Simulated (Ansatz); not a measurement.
C$_{2}$H$_{3}$BCl$_{2}$O$_{2}$ (`CC(=O)OB(Cl)Cl`) at its PBE0-D4/def2-TZVP geometry, where that method's forces vanish. Total charge 0; spin multiplicity 1.

```xyz
10

C     1.3146   -0.0369    1.0321
C     0.2007    0.5976    0.2726
O     0.0891    1.7449   -0.0139
O    -0.7732   -0.3316   -0.0353
B    -1.5295   -0.3838   -1.1589
Cl   -2.9839   -1.3475   -1.0909
Cl   -1.0632    0.3801   -2.6547
H     0.9143   -0.5416    1.9134
H     2.0396    0.7186    1.3230
H     1.7914   -0.7997    0.4125
```

What forces (eV/Å) does PBE-D4/def2-TZVPP give on these atoms in Ansatz? (An estimate is asked.)

Ansatz gave: 
```
C1   0.030 -0.016  0.032
C2   0.406 -0.539  0.312
O3  -0.095  1.265 -0.288
O4  -0.217 -0.495  0.267
B5  -0.167 -0.029 -0.228
Cl6 -0.251 -0.160  0.013
Cl7  0.077  0.124 -0.256
H8  -0.049 -0.122  0.185
H9   0.155  0.137  0.065
H10  0.112 -0.166 -0.102
```
